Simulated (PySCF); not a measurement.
CH3Cl2NSi2, SMILES Cl[Si]1([SiH2]N=C1)Cl.

The structure is a stationary point at ωB97X-D3(BJ)/def2-SVP. The structure was generated by enumeration, and PubChem lists no compound with its InChIKey, so it may never have been made.

Computed with ωB97X-D3(BJ)/def2-SVP (PySCF).

Frequencies are harmonic and unscaled.

```csv
mode,ν (cm⁻¹),IR (km/mol),Raman (Å⁴/amu),depolarisation,moving atoms (share of kinetic energy)
1,69,5.1,2.4,0.75,"Cl 46 %, N 29 %, Si 21 %"
2,117,0.5,3.0,0.75,"Cl 27 %, Si 26 %, H 19 %, N 16 %, C 12 %"
3,163,5.6,4.0,0.69,"Cl 71 %, Si 22 %"
4,193,9.2,3.5,0.65,"Si 50 %, Cl 25 %, C 15 %"
5,296,0.4,4.5,0.75,"H 44 %, C 35 %, N 12 %"
6,354,4.7,17.7,0.11,"Cl 59 %, Si 18 %, C 10 %, N 10 %"
7,476,25.8,10.1,0.35,"Si 64 %, N 19 %, C 9 %"
8,493,42.1,8.7,0.75,"H 64 %, Cl 14 %, Si 13 %"
9,605,175.2,3.7,0.69,"Si 62 %, Cl 18 %"
10,620,112.3,0.6,0.75,"Si 62 %, Cl 26 %, H 11 %"
11,669,8.9,11.3,0.75,"H 77 %, N 13 %"
12,720,35.2,10.4,0.27,"N 57 %, Si 23 %, H 18 %"
13,776,10.4,10.7,0.59,"C 41 %, H 29 %, Si 24 %"
14,803,142.8,9.5,0.16,"H 56 %, Si 24 %, C 14 %"
15,906,48.9,1.7,0.75,"H 75 %, C 23 %"
16,961,137.3,11.6,0.74,H 93 %
17,1296,14.8,4.2,0.65,"H 78 %, C 14 %"
18,1652,45.2,6.1,0.19,"C 52 %, N 46 %"
19,2279,103.9,239.7,0.10,H 98 %
20,2286,91.8,122.6,0.75,H 96 %
21,3099,29.0,227.8,0.34,"H 92 %, C 8 %"
```
